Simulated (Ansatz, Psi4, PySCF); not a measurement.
C2H2F, doublet, geometry from GFN2-xTB. Base run: R2SCAN/6-31G** (PySCF).

Geometry (Å):
```xyz
5

C      0.0383     0.3775    -0.0020
C      1.2394    -0.0869    -0.0373
F     -1.0733    -0.3817     0.0333
H     -0.2478     1.4373     0.0043
H      2.2417     0.2544    -0.0684
```
Charge 0, spin multiplicity 2.
Orbitals are unrestricted.
All else is at PySCF's defaults.

The same geometry, method and basis name were run in Ansatz (an electronic-structure program) and Psi4 and PySCF, at each program's defaults and at the settings that a row names. The base is PySCF at its defaults. Differences at the defaults can come from grids, fitting, cores and function types together.

```csv
code and settings,ΔE vs base (mEh),basis functions,E (Eh),SCF cycles,dipole (D)
"PySCF, defaults (exact integrals, its default grid, spherical functions)",0.000,52,-177.03876,12,1.69
"Psi4, defaults (density fitting with its default set, its default grid, Cartesian functions)",-1.723,55,-177.04048,10,1.69
"Ansatz, defaults (factorised integrals, its default grid, Cartesian functions)",-1.670,55,-177.04043,-,-
"PySCF, density fitting with def2-universal-jkfit",-0.059,52,-177.03882,12,1.69
"PySCF, fine grid",0.000,52,-177.03876,12,1.69
"Psi4, exact integrals, spherical functions, fine grid",0.003,52,-177.03876,14,1.69
"Ansatz, high accuracy, Cartesian functions as the basis file defines them",-1.669,55,-177.04043,-,-
```

Open shells are given as the SCF converged; they aren't shown to be the lowest states, and a large step between rows can be another state.
